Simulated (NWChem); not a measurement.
System: C2H5FOSi; SMILES O[SiH](C=C)F

Input file for NWChem:

```
start job
memory heap 200 mb stack 900 mb global 1100 mb
geometry units angstroms noautosym nocenter noautoz
  Si     0.007495    -0.516384    -0.426206
  O      0.770988    -1.684296     0.463836
  F     -1.556227    -0.417510    -0.022410
  C      0.718963     1.175198    -0.131395
  C     -0.026503     2.204440     0.294770
  H      0.102794    -0.986180    -1.823119
  H      0.914623    -1.485484     1.400142
  H      1.782269     1.344593    -0.313481
  H      0.388580     3.196392     0.467830
  H     -1.091442     2.093281     0.487467
end
basis spherical
  * library def2-svp
end
dft
  xc pbe0
  iterations 150
end
property
  efieldgrad
end
task dft property
```

All runs use the structure optimised with B3LYP/6-31G* (spherical d).

Vzz is the largest principal value of the second derivative of the potential at the nucleus (NWChem prints the opposite sign); η is the asymmetry. Non-relativistic.

Atoms are numbered as in the input.

Question: Predict the main results of this run. (PBE0/def2-SVP.) Quantities: Vzz O2 (a.u.); η O2.

Answer: 
* **Vzz O2 (a.u.)**: 1.403
* **η O2**: 0.53
